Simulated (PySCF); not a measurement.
Radial density of V²⁺ (vanadium, charge +2)

M06-L, [Ar] 3d2 4s1, high-spin 4F determinant (an excited configuration). Calculation: PySCF 2.14, in x2c-TZVPPall with one added diffuse shell each of s, p, d, f type (7s6p5d3f1g, 80 functions); scalar relativity by spin-free X2C-1e.

| r (bohr) | 4πr²ρ (e/bohr) | 4πr²(ρα − ρβ) |
| --- | --- | --- |
| 0.00125 | 0.2032 | 0.0002 |
| 0.00210 | 0.5191 | 0.0004 |
| 0.00354 | 1.307 | 0.0010 |
| 0.00595 | 3.162 | 0.0023 |
| 0.0100 | 7.128 | 0.0051 |
| 0.0168 | 14.23 | 0.0097 |
| 0.0283 | 23.26 | 0.0139 |
| 0.0477 | 27.46 | 0.0111 |
| 0.0802 | 22.36 | 0.0035 |
| 0.135 | 23.01 | 0.0354 |
| 0.227 | 29.69 | 0.1544 |
| 0.381 | 14.60 | 0.5576 |
| 0.642 | 10.08 | 1.5384 |
| 1.08 | 8.990 | 1.4589 |
| 1.82 | 1.764 | 0.8122 |
| 3.05 | 0.4434 | 0.4355 |
| 5.14 | 0.02450 | 0.0245 |
| 14.5 | 6.807e-05 | 0.0001 |

Densities and radii are taken from the X2C orbitals without a picture-change correction, which distorts them close to the nucleus.
